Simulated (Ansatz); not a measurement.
Ansatz (a first-principles code) input (PBE-QIDH/def2-TZVPD):

Ansatz 0.2 input:
```yaml
crystal:
  periodic: [false, false, false]
  atoms:
    - {symbol: Si, position_ang: [0.21654826, -0.05466915, 0.14157235]}
    - {symbol: Cl, position_ang: [0.52286185, 1.60184007, -0.99897041]}
    - {symbol: Cl, position_ang: [-0.18251648, -1.68783809, -0.99449467]}
    - {symbol: Cl, position_ang: [-1.30639439, 0.20754617, 1.45649841]}
    - {symbol: O, position_ang: [1.67389473, -0.16261879, 0.89330257]}
basis:
  gaussian:
    orbitals: def2-TZVPD
hamiltonian:
  xc: {name: PBE-QIDH}
magnetization: {spin_polarized: true, initial_magnetization: 1}
correlation: {electrons: outside_noble_gas}
```

Output:

```
Functional definition: PBE-QIDH
integrals: 0.38 GiB planned
1317 factors; integrals over basis functions are off by at most 9.8e-4 eV
0.30 GiB of the device are held for the grids
1.22 GiB of device memory are held for the factors and their scratch space
mean field: 2.32 GiB planned
mean field evaluation 1: about -47450.6096 eV, gradient 4.2e1 eV
mean field evaluation 2: about -47450.6192 eV, gradient 4.2e1 eV
mean field evaluation 4: about -47460.3909 eV, gradient 1.9e1 eV
mean field evaluation 8: about -47462.2382 eV, gradient 4.0e-1 eV
mean field evaluation 16: about -47462.2403 eV, gradient 9.1e-3 eV
mean field evaluation 32: about -47462.0507 eV, gradient 1.8e0 eV
mean field evaluation 64: about -47462.1770 eV, gradient 2.1e-1 eV
mean field -47462.24031557 eV, -1744.2051605352 hartree, gradient 5.8e-6 eV, S^2 0.755434; 6 other end points of the search recorded, 0 dependent functions left out
21 core orbitals not correlated
reference -47462.24033773 eV, -1744.2051613495 hartree; 16, 15 occupied and 184, 185 virtual orbitals, 1317 factors
second order -26.14554187 eV of doubles, -0.00000000 eV of singles
Total energy: -47470.95551835 eV, -1744.5254383301 hartree
```

It need not be the lowest isomer of its formula.
